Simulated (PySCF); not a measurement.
Cost of one run: coupled-cluster job, `F[SiH2]O[SiH2]Cl`.

Method: EOM-CCSD/aug-cc-pVDZ, vertical, frozen core, gas phase (PySCF 2.14.0). Geometry: PBE0-D3(BJ)/def2-SVP. Work: CCSD, 8 EOM-IP roots. The input is one job of a driver script: a line of settings, then coordinates in Å.

Input:
```
{"job": {"kind": "eom", "basis": "aug-cc-pVDZ", "nee": 0}, "charge": 0, "multiplicity": 1}
F      0.458130     0.818528     1.644442
Si     0.593979    -0.753123     2.007017
O      2.062145    -1.288697     1.487056
Si     3.700330    -1.241276     1.675889
Cl     4.178938    -1.712576     3.625908
H     -0.454074    -1.490287     1.264892
H      0.489803    -0.883078     3.481021
H      4.211059     0.124755     1.398433
H      4.297901    -2.263785     0.785189
```

Hardware: x86-64 server, one thread, no GPU (shared host).

Q: How large is the basis?

A: 163 functions for 66 electrons.

Q: What wall time should be expected on this hardware?

A: About 2.5 min. 

Q: At this speed, how long would 100 such jobs take on 64 cores, one job a core?

A: 100/64 gives 2 rounds of 2.5 min, about 5.0 min of wall time and 4.2 core-hours, if the jobs don't slow each other.

Other jobs ran on the host; a repeat could differ by tens of per cent or more.

The run converged: CCSD correlation energy -0.7937 Eh; T1 diagnostic 0.013; first ionisation 11.53 eV.
